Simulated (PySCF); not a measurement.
# Identify the compound

An unknown has the formula C7H6F2O. Its calculated NMR data are:

1H NMR (300 MHz, computed): δ 7.57 (m, 2H), 7.47 (m, 2H), 6.50 (m, 1H), 5.38 (m, 1H).

13C{1H} NMR (computed): δ 157.6 (CH, 2C), 154.5 (CH, 2C), 122.0 (CH), 97.5 (C), 87.1 (CH).

Level of theory: structure optimised with GFN2-xTB, GIAO PBE0/pcSseg-1 shieldings, in PySCF (single conformer, no solvent, no relativistic terms, fast rotation and ring inversion assumed for equivalent nuclei).

Scale: 1H and 13C against TMS (reference shieldings calculated alike).

**Question.** Which candidate is it?
A. Oc1ccc(C(F)F)cc1
B. FC(F)Oc1ccccc1
C. C=C1C=C/C1=C(\F)OCF
D. FC(F)[C@]12C=C[C@H](C=C1)O2
E. Oc1cccc(C(F)F)c1

**Answer.** D. 

- The formula gives 4 degrees of unsaturation (2 rings in the answer).
- 5 carbon signals for 7 carbons: some carbons are equivalent by symmetry or fast rotation.
- Carbon types of the structure: 1 × C, 6 × CH, which accounts for all hydrogens.
- δC 157.6, 154.5: alkene CH; an sp2 carbon of a C=C bond.
- δC 122.0: sp3 CH bonded to 2 F; 2 electronegative neighbours deshield it.
- δC 97.5: allylic fully substituted sp3 carbon bonded to O; the inductive effect lowers its shielding.
- δC 87.1: allylic sp3 CH bonded to O; the inductive effect lowers its shielding.
- δH 5.38: hydrogen on an allylic sp3 CH bonded to O; its carbon carries O, an electronegative neighbour.

The others: Oc1cccc(C(F)F)c1 would give 7 carbon signals, not 5; Oc1ccc(C(F)F)cc1 would give 3 signals for carbon-bound and other non-exchanging H, not 4; C=C1C=C/C1=C(\F)OCF would give 7 carbon signals, not 5; FC(F)Oc1ccccc1 has carbons computed at 160.6, 135.7, 129.5, 123.0, 121.4.

Splittings by 19F in the carbon and heteronuclear signals aren't shown, as no couplings were computed. Shifts are as computed. Against solution values, carbons near 30 ppm lie about +3 ppm off and those near 130 ppm about +5 ppm. Of 1211 compounds with measured shifts, 218 miss one by over three times the rms of a fit or turn the order of signals round; such compounds aren't used in these exercises. Multiplicities follow the n + 1 count of equivalent neighbours, as no J values were calculated; m marks all less simple cases, F and P coupling included.
